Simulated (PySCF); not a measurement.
**Two-dimensional NMR puzzle**

Compound of formula C$_{7}$H$_{12}$Si. Correlations simulated from computed shifts and the bond graph:

HSQC (one-bond C–H):
```
  δH     δC
6.76  152.6
5.24  117.5
5.23  117.5
4.95  109.9
4.59  109.9
2.06   28.8
1.54   15.1
1.32   15.1
```

COSY cross peaks (H two or three bonds apart, from the bond graph; peaks can be absent where the dihedral angle is near 90°):
```
  δH    δH
6.76  4.95
6.76  4.59
5.24  5.23
4.95  4.59
2.96  2.55
2.96  1.54
2.96  1.32
2.55  1.54
2.55  1.32
1.54  1.32
```

HMBC (two and three bonds, from the bond graph):
```
  δH                        δC
6.76  158.0, 109.9, 34.3, 15.1
5.24         158.0, 34.3, 28.8
5.23         158.0, 34.3, 28.8
4.95               152.6, 34.3
4.59               152.6, 34.3
2.96  158.0, 152.6, 34.3, 15.1
2.55  158.0, 152.6, 34.3, 15.1
2.06        158.0, 117.5, 34.3
1.54        158.0, 152.6, 34.3
1.32        158.0, 152.6, 34.3
```

Carbons without hydrogens: δ 158.0, 34.3.

How the numbers were obtained: GFN2-xTB geometry, shielding tensors at PBE0/pcSseg-1 (GIAO), in PySCF 2.14 (a single conformation, equivalent nuclei averaged, non-relativistic, gas phase).

Scale: ¹H (σref 31.72), ¹³C (σref 186.93) vs TMS (reference shieldings calculated alike).

Exchangeable hydrogens are left out of these lists.

Which molecule is this?

Answers

`C=C[C@]1(C(=C)C)C[SiH2]1`.

Mapped SMILES: `[CH2:1]=[CH:2][C@:3]1([C:4](=[CH2:5])[CH3:6])[CH2:7][SiH2:8]1` (H(Xn): hydrogen on atom n). Ha(C1), Ha(C5) are cis to C3; Ha(C7), Ha(Si8) are pro-R; Hb(C7), Hb(Si8) are pro-S; Hb(C1), Hb(C5) are trans to C3.

- δC 158.0 is C4, a fully substituted alkene carbon.
- δC 152.6 is C2, an alkene CH (δH 6.76).
- δC 117.5 is C5, a terminal =CH2 carbon (δH 5.23, 5.24).
- δC 109.9 is C1, a terminal =CH2 carbon (δH 4.59, 4.95).
- δC 34.3 is C3, a three-membered-ring carbon.
- δC 28.8 is C6, an allylic methyl carbon (δH 2.06).
- δC 15.1 is C7, a three-membered-ring carbon (δH 1.54, 1.32).
- HMBC from δH 6.76 reaches the proton-free carbons C4, C3.
- HMBC from δH 5.24 reaches the proton-free carbons C4, C3.
- HMBC from δH 5.23 reaches the proton-free carbons C4, C3.
- HMBC from δH 4.95 reaches the proton-free carbon C3.
- COSY links 6.76–4.95, 6.76–4.59, 5.24–5.23, 4.95–4.59, 2.96–2.55, 2.96–1.54.

This is the structure that produced the data.

Shifts are as computed. Against solution values, carbons near 30 ppm lie about +3 ppm off and those near 130 ppm about +5 ppm. Of 1309 compounds with measured shifts, 239 miss one by over three times the rms of a fit or turn the order of signals round; such compounds aren't used in these exercises.
